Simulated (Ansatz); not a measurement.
C3H8AlF, SMILES `C[CH2][Al]([CH3])[F]`. Charge 0, multiplicity 1.

```
atom   x (Å)   y (Å)   z (Å)
  C1  -0.932  -0.914  -1.230
  C2  -0.448   0.535  -1.183
 Al3   0.552   1.034   0.417
  C4   0.947  -0.142   1.914
  F5   1.109   2.595   0.492
  H6  -1.486  -1.134  -2.148
  H7  -1.595  -1.149  -0.392
  H8  -0.101  -1.623  -1.181
  H9   0.179   0.757  -2.055
 H10  -1.297   1.225  -1.277
 H11   1.479   0.373   2.717
 H12   1.562  -0.990   1.593
 H13   0.030  -0.568   2.333
```

Q: Give the diagnostics of a CCSD(T)/def2-TZVPP run (frozen core, the Gaussian-basis code of Ansatz). (Best estimate.)

A: Ansatz gave: T1 = 0.0105, largest single amplitude 0.023, largest double 0.024, (T) share of the correlation energy 3.4 %, 9 CCSD cycles. The RHF solution is stable towards an unrestricted one. T1 lies under the customary mark of 0.02 for closed shells.
